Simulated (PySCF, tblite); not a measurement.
Isomers of C6H6F3N. Calculated harmonic vibrations of the isolated species, GFN2-xTB (tblite), most abundant isotopes, no scaling. This tight-binding method is rough: wavenumbers can miss measured ones by several per cent, in bad cases by 10 to 20. One conformer each.

Electronic energies: PBE0/pcSseg-1 single points on the GFN2-xTB geometries (PySCF, gas phase).

```tsv
SMILES	electronic energy, lowest = 0 (kcal/mol)
C=C(CC(F)F)[C@H](F)C#N	39.2
FC(F)=C(F)[C@@H]1C=NCC1	47.2
Cn1ccc(C(F)(F)F)c1	0.0
C/C(=C/C#N)CC(F)(F)F	14.3
FC(F)(F)Cn1cccc1	3.0
```

Q: How do GFN2-xTB zero-point energies change the relative energies?

A: 
```csv
SMILES,ZPE (kcal/mol),of it from modes above 1550 cm⁻¹,electronic (kcal/mol),"with ZPE, lowest = 0 (kcal/mol)",lowest mode (cm⁻¹),rings
Cn1ccc(C(F)(F)F)c1,69.9,28.8,0.0,0.0,11,1
FC(F)(F)Cn1cccc1,70.1,28.8,3.0,3.2,28,1
C/C(=C/C#N)CC(F)(F)F,68.4,31.7,14.3,12.8,15i,0
C=C(CC(F)F)[C@H](F)C#N,68.5,31.7,39.2,37.8,33,0
FC(F)=C(F)[C@@H]1C=NCC1,70.2,30.9,47.2,47.5,35,1
```

The zero-point energies span 1.8 kcal/mol, from `C/C(=C/C#N)CC(F)(F)F` to `FC(F)=C(F)[C@@H]1C=NCC1`. Slightly imaginary modes are left out of the zero-point energy: `C/C(=C/C#N)CC(F)(F)F` 15.1i cm⁻¹. The order is unchanged.

Q: And how do the electronic energies of GFN2-xTB itself compare?

A: `Cn1ccc(C(F)(F)F)c1` 0.0; `FC(F)(F)Cn1cccc1` 8.3; `C/C(=C/C#N)CC(F)(F)F` 39.1; `C=C(CC(F)F)[C@H](F)C#N` 56.7; `FC(F)=C(F)[C@@H]1C=NCC1` 39.7 kcal/mol, lowest = 0. Against the energies above, taken from the same isomer `Cn1ccc(C(F)(F)F)c1`, the largest difference is 24.8 kcal/mol.

Q: What do entropy and thermal enthalpy add at 298.15 K and 1 bar (rigid rotor, harmonic oscillator, one conformer each)?

A: 
```csv
SMILES,point group,symmetry number,S (cal/(mol K)),H − H(0) (kcal/mol),ZPE + H − H(0) − TS (kcal/mol)
FC(F)(F)Cn1cccc1,Cs,1,96.0,6.20,47.6
C=C(CC(F)F)[C@H](F)C#N,C1,1,103.1,7.08,44.8
FC(F)=C(F)[C@@H]1C=NCC1,C1,1,96.9,6.42,47.7
```

Not tabulated: `Cn1ccc(C(F)(F)F)c1` (lowest mode only 11 cm⁻¹); `C/C(=C/C#N)CC(F)(F)F` (lowest mode only 15i cm⁻¹).
